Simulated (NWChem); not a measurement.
System: CH₄ClFSi; SMILES Cl[Si@H](F)C

Output (shortened):

```
             Northwest Computational Chemistry Package (NWChem) 7.3.0
             --------------------------------------------------------

 C1  symmetry detected

                             Geometry "geometry" -> ""
                             -------------------------

 Output coordinates in angstroms (scale by  1.889725989 to convert to a.u.)

  No.       Tag          Charge          X              Y              Z
 ---- ---------------- ---------- -------------- -------------- --------------
    1 C                    6.0000    -1.43954946    -1.26267833    -0.27790205
    2 Si                  14.0000     0.06697482    -0.40024942     0.39451520
    3 F                    9.0000     1.40756297    -1.04137232    -0.29029641
    4 Cl                  17.0000     0.00388090     1.61070577    -0.10971240
    5 H                    1.0000    -1.48890277    -1.15064633    -1.37936495
    6 H                    1.0000    -1.41117905    -2.34407548    -0.03370368
    7 H                    1.0000    -2.36136527    -0.82796862     0.15803725
    8 H                    1.0000     0.22705421    -0.50739492     1.87700934

 Effective nuclear repulsion energy (a.u.)     220.7894756354

  pbe96 is a nonlocal functional; adding pw91lda local functional.

                                 NWChem DFT Module
                                 -----------------

 Summary of "ao basis" -> "ao basis" (spherical)
 ------------------------------------------------------------------------------
       Tag                 Description            Shells   Functions and Types
 ---------------- ------------------------------  ------  ---------------------
 C                          pcseg-2                 10       30   4s3p2d1f
 Si                         pcseg-2                 12       34   5s4p2d1f
 F                          pcseg-2                 10       30   4s3p2d1f
 Cl                         pcseg-2                 12       34   5s4p2d1f
 H                          pcseg-2                  6       14   3s2p1d

            General Information
            -------------------
          SCF calculation type: DFT
          Wavefunction type:  closed shell.
          No. of atoms     :     8
          No. of electrons :    50
           Alpha electrons :    25
            Beta electrons :    25
          Charge           :     0
          Spin multiplicity:     1
          Use of symmetry is: off; symmetry adaption is: off
          Maximum number of iterations: 150
          AO basis - number of functions:   184
                     number of shells:    68
          Convergence on energy requested:  1.00D-06
          Convergence on density requested:  1.00D-05
          Convergence on gradient requested:  5.00D-04

              XC Information
              --------------
          PerdewBurkeErnzerhof Exchange Functional  1.000
            Perdew 1991 LDA Correlation Functional  1.000 local
           PerdewBurkeErnz. Correlation Functional  1.000 non-local

             Grid Information
             ----------------
          Grid used for XC integration:  medium
          Radial quadrature: Mura-Knowles
          Angular quadrature: Lebedev.
          Tag              B.-S. Rad. Rad. Pts. Rad. Cut. Ang. Pts.
          ---              ---------- --------- --------- ---------
          C                   0.70       49          10.0       434
          Si                  1.10       88          10.0       590
          F                   0.50       49          11.0       434
          Cl                  1.00       88          12.0       590
          H                   0.35       45          11.0       434
          Grid pruning is: on
          Number of quadrature shells:   454
          Spatial weights used:  Erf1

      Superposition of Atomic Density Guess
      -------------------------------------

 Sum of atomic energies:        -887.39373556

      Non-variational initial energy
      ------------------------------

 Total energy =    -888.648774
 1-e energy   =   -1666.899169
 2-e energy   =     557.460919
 HOMO         =      -0.377262
 LUMO         =       0.051025

------------------------------------------------------------
EAF file 0: "./job.aoints.0" size=479199232 bytes
------------------------------------------------------------
               write      read    awrite     aread      wait
               -----      ----    ------     -----      ----
     calls:      914         0         0         0         0
   data(b): 4.79e+08  0.00e+00  0.00e+00  0.00e+00
   time(s): 0.00e+00  0.00e+00  0.00e+00  0.00e+00  0.00e+00
rate(mb/s): 0.00e+00  0.00e+00
------------------------------------------------------------

     ---------------------------------------------
      Total Density - Mulliken Population Analysis
     ---------------------------------------------

    Atom       Charge   Shell Charges
 -----------   ------   -------------------------------------------------------
    1 C    6     6.51   2.00  0.57  0.50  0.15  1.35  1.55  0.38  0.00  0.01 -0.00
    2 Si  14    12.68   2.00  0.47  1.52  0.71  0.38  5.91  0.42  0.92  0.09  0.01  0.21  0.03
    3 F    9     9.60   2.00  0.65  0.97  0.31  2.48  2.47  0.72  0.00  0.01  0.00
    4 Cl  17    17.42   2.01  0.38  1.60  1.04  0.91  5.92  1.04  3.15  1.36  0.00  0.01  0.00
    5 H    1     0.90   0.37  0.43  0.04  0.01  0.04  0.00
    6 H    1     0.89   0.37  0.43  0.04  0.01  0.04  0.00
    7 H    1     0.89   0.37  0.43  0.04  0.01  0.04  0.00
    8 H    1     1.12   0.37  0.58  0.16  0.00  0.01  0.00

[...]
```

Level: PBE/pcseg-2. Structure relaxed at the PBE-D3(BJ)/def2-SVP level.

**Question.** Write an input that gives this output.

**Answer.** One answer among several that fit: the input that was run:
```
start job
memory heap 200 mb stack 900 mb global 1100 mb
geometry units angstroms noautoz
  C     -1.352899    -1.369824    -0.270048
  Si     0.098997    -0.402503     0.379438
  F      1.470177    -0.943517    -0.330739
  Cl    -0.117807     1.599858    -0.116257
  H     -1.429439    -1.258995    -1.370078
  H     -1.242326    -2.446936    -0.030338
  H     -2.295918    -1.003851     0.183316
  H      0.292261    -0.501382     1.858548
end
basis spherical
  C library pcseg-2
  Si library pcseg-2
  F library pcseg-2
  Cl library pcseg-2
  H library pcseg-2
end
dft
  xc xpbe96 cpbe96
  iterations 150
  semidirect filesize 400000000
  mulliken
end
task dft energy
```
